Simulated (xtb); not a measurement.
FS (SMILES F[S]), doublet, geometry from GFN2-xTB; xtb 6.7.1 with GFN2-xTB.

The xtb input:
```
$ xtb mol.xyz --gfn 2 --uhf 1 --ohess --json

# file mol.xyz
2

S     -0.00000000    -0.00000000    -0.58553681
F      0.00000000     0.00000000     1.04095434
```

It wrote (shortened):

```
   ID    Z sym.   atoms
    1   16 S      1
    2    9 F      2

           -------------------------------------------------
          |                Calculation Setup                |
           -------------------------------------------------

           -------------------------------------------------
          |                 G F N 2 - x T B                 |
           -------------------------------------------------

          ...................................................
          :                      SETUP                      :
          :.................................................:
          :  # basis functions                  14          :
          :  # atomic orbitals                  13          :
          :  # shells                            5          :
          :  # electrons                        13          :
          :  max. iterations                   250          :
          :  Hamiltonian                  GFN2-xTB          :
          :  restarted?                      false          :
          :  GBSA solvation                  false          :
          :  PC potential                    false          :
          :  electronic temp.          300.0000000     K    :
          :  accuracy                    1.0000000          :
          :  -> integral cutoff          0.2500000E+02      :
          :  -> integral neglect         0.1000000E-07      :
          :  -> SCF convergence          0.1000000E-05 Eh   :
          :  -> wf. convergence          0.1000000E-03 e    :
          :  Broyden damping             0.4000000          :
          :  net charge                          0          :
          :  unpaired electrons                  1          :
          ...................................................

 iter      E             dE          RMSdq      gap      omega  full diag
   1     -7.9180087 -0.791801E+01  0.943E+00    3.81       0.0  T
   2     -7.9226685 -0.465986E-02  0.313E+00    3.68       1.0  T
   3     -7.9229429 -0.274368E-03  0.111E+00    3.58       1.0  T
   4     -7.9229791 -0.361940E-04  0.314E-01    3.55       1.0  T
   5     -7.9229837 -0.459448E-05  0.698E-02    3.56       1.0  T
   6     -7.9229840 -0.275495E-06  0.526E-02    3.56       1.3  T
   7     -7.9229842 -0.262094E-06  0.195E-03    3.56      36.3  T
   8     -7.9229842 -0.592175E-09  0.963E-04    3.56      73.4  T
   9     -7.9229842 -0.433668E-09  0.392E-05    3.56    1801.8  T

   *** convergence criteria satisfied after 9 iterations ***

         :::::::::::::::::::::::::::::::::::::::::::::::::::::
         ::                     SUMMARY                     ::
         :::::::::::::::::::::::::::::::::::::::::::::::::::::
         :: total energy              -7.919661978821 Eh    ::
         :: gradient norm              0.000000070465 Eh/a0 ::
         :: HOMO-LUMO gap              3.562231111496 eV    ::
         ::.................................................::
         :: SCC energy                -7.922984226958 Eh    ::
         :: -> isotropic ES            0.005701526364 Eh    ::
         :: -> anisotropic ES         -0.000273234493 Eh    ::
         :: -> anisotropic XC          0.000010585272 Eh    ::
         :: -> dispersion             -0.000361787334 Eh    ::
         :: repulsion energy           0.003322248137 Eh    ::
         :: add. restraining           0.000000000000 Eh    ::
         :: total charge              -0.000000000000 e     ::
         :::::::::::::::::::::::::::::::::::::::::::::::::::::

      -----------------------------------------------------------
     |                   =====================                   |
     |                        A N C O P T                        |
     |                   =====================                   |
     |               Approximate Normal Coordinate               |
     |                Rational Function Optimizer                |
[...]
 * total energy  :    -7.9196620 Eh     change       -0.1039169E-12 Eh
   *** GEOMETRY OPTIMIZATION CONVERGED AFTER 1 ITERATIONS ***
         :: total energy              -7.919661978821 Eh    ::
[...]

           -------------------------------------------------
          |               Frequency Printout                |
           -------------------------------------------------
 vibrational frequencies (cm⁻¹)
eigval :        0.00     0.00     0.00     0.00     0.00   728.45
 reduced masses (amu)
   1: 23.86   2: 23.86   3: 27.20   4: 27.20   5: 27.20   6: 23.86
 IR intensities (km·mol⁻¹)
   1:  1.30   2:  1.30   3:  0.00   4:  0.00   5:  0.00   6:139.66
 Raman intensities (Ä⁴*amu⁻¹)
   1:  0.00   2:  0.00   3:  0.00   4:  0.00   5:  0.00   6:  0.00
 output can be read by thermo (or use thermo option).
 writing <g98.out> molden fake output.
 recommended (thermochemical) frequency scaling factor: 1.0
           -------------------------------------------------
          |             Thermodynamic Functions             |
           -------------------------------------------------

cin symmetry found (for desy threshold:  0.10E+00) used in thermo

          ...................................................
          :                      SETUP                      :
          :.................................................:
          :  # frequencies                           1      :
          :  # imaginary freq.                       0      :
          :  linear?                              true      :
          :  only rotor calc.                    false      :
          :  symmetry                              cin      :
          :  rotational number                       1      :
          :  scaling factor                  1.0000000      :
          :  rotor cutoff                   50.0000000 cm⁻¹ :
          :  imag. cutoff                  -20.0000000 cm⁻¹ :
          :.................................................:

    mode    ω/cm⁻¹     T·S(HO)/kcal·mol⁻¹    T·S(FR)/kcal·mol⁻¹   T·S(vib)
   ------------------------------------------------------------------------
   ------------------------------------------------------------------------

   temp. (K)  partition function   enthalpy   heat capacity  entropy
                                   cal/mol     cal/K/mol   cal/K/mol   J/K/mol
 298.15  VIB   1.03                   63.841      0.776      0.274
         ROT   388.                  592.502      1.987     13.833
         INT   400.                  656.342      2.763     14.107
         TR   0.353E+27             1481.254      4.968     37.697
         TOT                        2137.5961     7.7312    51.8047   216.7510

       T/K    H(0)-H(T)+PV         H(T)/Eh          T*S/Eh         G(T)/Eh
   ------------------------------------------------------------------------
    298.15    0.340648E-02    0.506601E-02    0.246141E-01   -0.195481E-01
   ------------------------------------------------------------------------

         :::::::::::::::::::::::::::::::::::::::::::::::::::::
         ::                  THERMODYNAMIC                  ::
         :::::::::::::::::::::::::::::::::::::::::::::::::::::
         :: total free energy          -7.939210073952 Eh   ::
         ::.................................................::
         :: total energy               -7.919661978821 Eh   ::
         :: zero point energy           0.001659531176 Eh   ::
         :: G(RRHO) w/o ZPVE           -0.021207626306 Eh   ::
         :: G(RRHO) contrib.           -0.019548095130 Eh   ::
         :::::::::::::::::::::::::::::::::::::::::::::::::::::

optimized geometry written to: xtbopt.xyz

           -------------------------------------------------
          | TOTAL ENERGY               -7.919661978821 Eh   |
          | TOTAL ENTHALPY             -7.914595971352 Eh   |
          | TOTAL FREE ENERGY          -7.939210073952 Eh   |
          | GRADIENT NORM               0.000000103056 Eh/α |
          | HOMO-LUMO GAP               3.562229879328 eV   |
           -------------------------------------------------

normal termination of xtb
```
